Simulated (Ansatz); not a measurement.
Species: CaCl₂, charge 1, multiplicity 2. 
Coordinates optimised at B3LYP-D3(BJ)/def2-TZVP (Ansatz, an electronic-structure program):
```
Ca
Cl 1 2.5499
Cl 1 2.5499 2 145.95
```
Charge +1, spin multiplicity 2.

Basis-set convergence of Hartree-Fock and CCSD(T) correlation energies (hartree) with Ansatz. Correlated levels leave the core frozen unless marked. UHF or UKS for open shells. No spin-orbit coupling. Frozen are the shells of the preceding noble gas and the d and f shells that filled before the atom's block. The outer core of K, Ca and their heavier congeners is not correlated, a term that matters for these elements. No relativistic terms.

```tsv
basis	functions	E(HF)	E(corr, CCSD(T))
def2-SVP	60	-1595.22255	-0.28634
def2-TZVPP	120	?	?
```

### Question
Complete the blanks.

### Answer

- def2-TZVPP, E(HF): -1595.61713
- def2-TZVPP, E(corr, CCSD(T)): -0.41621
